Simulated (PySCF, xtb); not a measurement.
C4H7, SMILES CC([CH2])=C (connectivity only; charge and spin as stated), charge +1, multiplicity 1.

Harmonic wavenumbers (cm⁻¹) from GFN2-xTB (xtb) at its own minimum, in rising order: 37, 175, 391, 408, 426, 450, 898, 900, 936, 963, 988, 1013, 1041, 1313, 1322, 1383, 1419, 1443, 1466, 1500, 3012, 3039, 3044, 3063, 3072, 3079, 3084.

What does B3LYP-D3(BJ)/def2-SVP in PySCF give at its own minimum? (Estimate from the structure and the level; the computed values follow.)

32, 244, 402, 449, 477, 638, 861, 971, 1033, 1043, 1060, 1122, 1124, 1390, 1397, 1417, 1450, 1467, 1557, 1591, 3050, 3134, 3138, 3138, 3164, 3252, 3253. Paired by order, the mean absolute difference is 77 cm⁻¹ and the zero-point energies are 57.0 and 59.8 kcal/mol.
